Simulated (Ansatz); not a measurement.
# AsH3 (SMILES [H][As]([H])[H]): methods side by side

AsH3 has 4 atoms, charge 0, and is taken as a singlet. As SMILES, `[H][As]([H])[H]`. The shape comes from GFN2-xTB, which is rough for such elements, and wasn't checked as a minimum.

Each level gives the electronic atomisation energy (eV). The values are calculated. Electronic energies at fixed atoms, without zero-point motion or spin-orbit coupling.

```
         level                    kind  program  value (eV)  less FCI/STO-3G
     HF/STO-3G            Hartree–Fock   Ansatz        9.43            -1.60
    PBE/STO-3G                     GGA   Ansatz       13.51            +2.48
 r2SCAN/STO-3G                meta-GGA   Ansatz       13.19            +2.16
r2SCAN0/STO-3G         hybrid meta-GGA   Ansatz       12.84            +1.81
wB97M-V/STO-3G  range-separated hybrid   Ansatz       13.96            +2.93
  wB97X/STO-3G  range-separated hybrid   Ansatz       13.11            +2.08
RPA@PBE/STO-3G                     RPA   Ansatz       11.24            +0.21
 CCSDTQ/STO-3G   coupled cluster or CI   Ansatz       11.03             0.00
    FCI/STO-3G      exact in the basis   Ansatz       11.03             0.00
```

FCI/STO-3G is exact within its basis and frozen core, so for wave-function methods in that basis the difference is their error; functionals converge differently with the basis, so for them it is only a difference. All-electron rows without a relativistic Hamiltonian named are non-relativistic. The values span 9.43 to 13.96 eV. All rows use very small basis sets, so even the best lies far from the true value. In the correlated wave-function rows the outer d shell of As is correlated, in sets not made for it.
